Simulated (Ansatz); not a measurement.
Molecule: sum formula SiN2H4Cl, charge 0, multiplicity 2. It need not be the lowest isomer of its formula. 
Coordinates optimised at B3LYP-D3(BJ)/def2-TZVP (Ansatz, a first-principles code):
```
Si
N 1 1.7085
H 2 1.0070 1 121.14
H 2 1.0107 3 112.34 1 153.64
N 1 1.7172 2 105.89 3 -166.74
H 5 1.0083 1 120.00 2 -158.83
H 5 1.0091 6 111.99 1 147.67
Cl 1 2.1058 2 116.60 3 78.12
```
Charge 0, spin multiplicity 2.

Basis-set convergence of Hartree-Fock and CCSD correlation energies (hartree) with Ansatz. Cores are frozen in the correlated levels unless marked. Open shells are spin-unrestricted. Spin-orbit coupling is left out. No relativistic terms.

```tsv
basis	functions	E(HF)	E(corr, CCSD)
cc-pV(D+d)Z	94	-859.75483	-0.59566
cc-pV(T+d)Z	194	…	…
```

Task: What belongs in the gaps?

Result: 
- cc-pV(T+d)Z, E(HF): -859.83143
- cc-pV(T+d)Z, E(corr, CCSD): -0.75136
